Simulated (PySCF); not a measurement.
Geometries of 3 isomers of C4H9NSi2, from PySCF, PBE0-D3(BJ)/def2-SVP geometry optimisation, gas phase. One conformer each, no zero-point energy, no frequencies.

Question: Which is lowest in electronic energy at this level?
A.
```xyz
16
angstrom
Si     3.237    0.005    0.665
Si     1.661   -0.171   -1.063
N      0.039    0.052   -0.372
C     -1.050   -0.775   -0.562
C     -2.121   -0.268    0.136
C     -1.675    0.920    0.783
C     -0.350    1.086    0.455
H      2.955   -1.026    1.708
H      3.159    1.365    1.281
H      4.615   -0.199    0.121
H      1.919    0.851   -2.123
H      1.656   -1.528   -1.682
H     -0.972   -1.665   -1.183
H     -3.117   -0.703    0.180
H     -2.261    1.578    1.422
H      0.351    1.868    0.742
```
B.
```xyz
16
angstrom
C      2.458   -2.215   -0.134
C      1.744   -1.235   -0.082
C      0.861   -0.087   -0.008
C     -0.045    0.104   -1.249
Si    -1.433    1.304   -0.783
N     -1.531    0.942    0.923
Si    -0.283   -0.114    1.524
H      3.096   -3.078   -0.178
H      1.480    0.821    0.125
H     -0.504   -0.861   -1.520
H      0.540    0.431   -2.124
H     -2.708    1.022   -1.515
H     -1.075    2.733   -1.058
H     -2.269    1.306    1.515
H      0.403    0.424    2.739
H     -0.754   -1.500    1.834
```
C.
```xyz
16
angstrom
N     -1.579   -0.710    2.518
C     -1.323   -0.428    1.423
C     -0.943   -0.063    0.071
C      0.208   -0.954   -0.453
C      1.506   -0.739    0.333
Si     1.924    1.122    0.356
Si    -0.308    1.772    0.054
H     -1.831   -0.156   -0.576
H      0.364   -0.707   -1.518
H     -0.099   -2.013   -0.421
H      2.327   -1.339   -0.088
H      1.370   -1.072    1.376
H      2.571    1.572    1.624
H      2.789    1.511   -0.801
H     -0.603    2.352   -1.293
H     -0.970    2.587    1.111
```

Answer: A. That is `[SiH3][SiH2]N1C=CC=C1`, 7.6 kcal/mol below the next.

```
                   SMILES                              atoms numbered as above      E (Eh)  relative (kcal/mol)  relative (kJ/mol)  dipole (D)
      [SiH3][SiH2]n1cccc1      [SiH3:1][SiH2:2][n:3]1[cH:4][cH:5][cH:6][cH:7]1  -790.75896                  0.0                0.0        1.41
N#C[C@@H]1CC[SiH2][SiH2]1  [N:1]#[C:2][C@@H:3]1[CH2:4][CH2:5][SiH2:6][SiH2:7]1  -790.74690                  7.6               31.7        3.72
 C#C[C@H]1C[SiH2]N[SiH2]1   [CH:1]#[C:2][C@H:3]1[CH2:4][SiH2:5][NH:6][SiH2:7]1  -790.73854                 12.8               53.6        1.05
```

As drawn, the lowest has an aromatic ring and an Si–Si bond, which the highest lacks; the highest has a C≡C bond, an N–H bond and an Si–C bond, which the lowest lacks.
